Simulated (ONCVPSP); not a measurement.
**Plane-wave convergence, ONCV potential for iron (Fe)**

- Element: Fe
- Generator: ONCVPSP 4.0.1
- Type: optimised norm-conserving Vanderbilt (ONCV)
- Functional: PBEsol
- Relativity: scalar-relativistic
- Frozen core: [Ne]
- Valence charge: 16
- Reference configuration: 3s2 3p6 3d6 4s1.75 (charge +0.25)
- Partial waves: 3s+4s: rc 1.60 bohr, ncon 4, nbas 8, qcut 6.2 1/bohr, 2 projectors; 3p: rc 1.05 bohr, ncon 4, nbas 8, qcut 16.2 1/bohr, 2 projectors, debl 1.3 Ha; 3d: rc 1.55 bohr, ncon 4, nbas 9, qcut 8.8 1/bohr, 3 projectors, debl 3.2 Ha
- Local potential: polynomial inside 0.75 bohr (lpopt 5, dvloc0 0 Ha)
- Core correction: Teter function fitted to the true core (icmod 2), fcfact 0.7

In the p channel the program set the typed energies aside and used -2.275, 0.250 Ha.

**Question.** For each optimised wave give the share of its norm inside rc, the residual kinetic energy above qcut (Ha) and the cutoffs (Ha) for errors of 10, 1, 0.1 and 0.01 mHa per electron.

**Answer.**

```
         wave  norm inside rc  residual KE  10 mHa  1 mHa  0.1 mHa  0.01 mHa
           3s           0.982      1.9e-06     9.8   12.8     15.3      17.3
           4s           0.084      3.6e-05     7.0    9.9     12.5      51.7
           3p           0.750      1.5e-08    25.1   57.9     76.9      91.3
p projector 2           0.055      6.9e-10    19.9   28.1     65.4      83.5
           3d           0.796      1.4e-04    29.7   34.5     41.8     126.0
d projector 2           0.157      1.2e-03    32.7   39.8    137.7     166.0
d projector 3           0.138      7.8e-03    38.1   57.5    121.0     178.5
```

The occupied waves need 58 Ha and 77 Ha for 1 and 0.1 mHa. Note: no bound ghost flagged; GHOST(+) flagged for d at 37.8 eV.
